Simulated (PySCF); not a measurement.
H2F4SSi2, SMILES [SiH](S[SiH](F)F)(F)F at its B3LYP/def2-SVP optimised geometry (Å):

```
9

Si    -1.0828    -0.4487    -3.1921
F      0.2447     0.4177    -2.8651
F     -2.3020     0.5974    -3.3003
S     -1.3729    -1.8516    -1.6117
Si    -0.4693    -0.7610     0.0000
F     -0.9949    -1.4754     1.3441
F     -1.0009     0.7610     0.0000
H     -0.9379    -1.1475    -4.4787
H      1.0009    -0.7610     0.0000
```

Level of theory: B3LYP/def2-TZVP in PySCF. Cells within 0.4 Å of a nucleus heavier than hydrogen are left out (blank, or x).

Map of the deformation density (molecule minus spherical neutral atoms) (e/bohr³) on the plane z = 1.2 Å:

```
|2222222222222222222222222222222|
|2222222222222222222222222222222|
|2222222222222222222222222222222|
|2222222222222222222222222222222|
|2222222222222222222222222222222|
|2222222222222222222222222222222|
|2222222222222222222222222222222|
|2222222222222222222222222222222|
|2222222222222222222222222222222|
|2222222222222222222222222222222|
|2222222222222222222222222222222|
|2222222222222222222222222222222|
|2222222222222211122222222222222|
|2222222222211111111222222222222|
|2222222211111111111222222222222|
|2222222111110000111122222222222|
|2222222111100000011122222222222|
|2222222111221000011122222222222|
|2222222223444210011122222222222|
|2222222234688521111122222222222|
|2222222236xx7741111122222222222|
|2222222249xxx742111122222222222|
|2222222239xxx632111122222222222|
|2222222234896432111222222222222|
|2222222223343322222222222222222|
|2222222222222222222222222222222|
|2222222222222222222222222222222|
|2222222222222222222222222222222|
|2222222222222222222222222222222|
|2222222222222222222222222222222|
|2222222222222222222222222222222|
```
Scale: ten equal steps from -0.010 (start of '0') to 0.031 (end of '9'), in the order '0123456789'; x runs from -3.50 to 3.50, y from -3.50 (bottom) to 3.50 (top).
